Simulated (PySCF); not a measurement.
Bi(F)(TeH)2 (BiFH2Te2), SMILES [F][Bi]([TeH])[TeH].

Geometry: PBE0-D3(BJ)/def2-SVP. The structure was generated by enumeration; whether it is a known compound was not checked. The def2 effective core potentials stand for the cores of Bi, Te; spin–orbit coupling is left out.

Method: PBE0-D3(BJ)/def2-SVP (PySCF 2.14.0).

Frequencies are harmonic and unscaled.

| mode | ν (cm⁻¹) | IR (km/mol) | moving atoms (share of kinetic energy) |
|---|---|---|---|
| 1 | 48 | 0.1 | Te 81 %, Bi 15 % |
| 2 | 94 | 2.8 | F 74 %, H 13 %, Te 9 % |
| 3 | 105 | 5.3 | F 69 %, H 16 %, Te 9 % |
| 4 | 133 | 1.9 | H 71 %, F 15 %, Te 11 % |
| 5 | 161 | 6.5 | Te 46 %, Bi 30 %, H 23 % |
| 6 | 167 | 7.6 | Te 50 %, Bi 37 %, H 9 % |
| 7 | 181 | 6.3 | H 66 %, Te 16 %, Bi 14 % |
| 8 | 510 | 4.0 | H 99 % |
| 9 | 530 | 10.3 | H 98 % |
| 10 | 561 | 68.4 | F 91 %, Bi 8 % |
| 11 | 2129 | 42.1 | H 99 % |
| 12 | 2146 | 20.7 | H 99 % |
